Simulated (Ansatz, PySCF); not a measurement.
Constitutional and geometric isomers with formula CH6OSi. Isolated molecules, 0 K electronic values unless said otherwise. One relaxed conformer stands for each flexible species; it need not be the lowest. Strings in code marks are SMILES.

Quantity: electronic energy of isomers of CH6OSi relative to `C[SiH2]O` (C–Si–O–H torsion 69°), in kcal/mol.

Level 1: frozen-core CCSD(T)/cc-pVQZ // B3LYP-D3(BJ)/def2-TZVP (Ansatz, an electronic-structure program)
Level 2: CAM-B3LYP/cc-pVTZ // B3LYP-D3(BJ)/def2-TZVP (Ansatz)
Level 3: PBE-D3(BJ)/def2-TZVP // B3LYP-D3(BJ)/def2-TZVP (PySCF)
Level 4: PBE/cc-pVTZ // B3LYP-D3(BJ)/def2-TZVP (Ansatz)

```tsv
species	level 2	level 3	level 4
`CO[SiH3]`	22.2	23.1	23.5
`OC[SiH3]` (H–O–C–Si torsion 61°)	48.2	45.8	44.8
```

Question: What does level 1 give for each?

Answer: 
- `CO[SiH3]`: 24.3
- `OC[SiH3]` (H–O–C–Si torsion 61°): 49.9
